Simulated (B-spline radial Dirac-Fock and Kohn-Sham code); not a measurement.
X-ray lines that fill the 2p3/2 vacancy in Zn⁺

System: the Zn⁺ ion, configuration [Ar] 3d10 4s1, inside a Watson sphere of charge -1 and radius 3 Å (a model of the Madelung potential; inside it an electron's potential energy is raised by 4.8 eV).

The computed values come from a B-spline atomic structure program: one-electron (LDA, Dirac) transition rates at Dirac-Fock energies.

| line | multipole | energy (eV) | width (meV) | share (%) |
| --- | --- | --- | --- | --- |
| Lℓ (L3-M1) | E1 | – | 0.348 | 4.56 |
| Lα2 (L3-M4) | E1 | 1013.6 | 0.736 | 9.63 |
| Lα1 (L3-M5) | E1 | 1014.0 | 6.54 | 85.6 |
| Lβ6 (L3-N1) | E1 | 1022.2 | 0.0171 | 0.224 |

The listed lines hold 100.0 % of the radiative rate. A dash stands for an energy that rests on an unreliable hole state. The radiative width is 0.00764 eV in the length form and 0.00790 eV in the velocity form; the two differ because the transition energies are not eigenvalue differences of the potential that gave the orbitals.
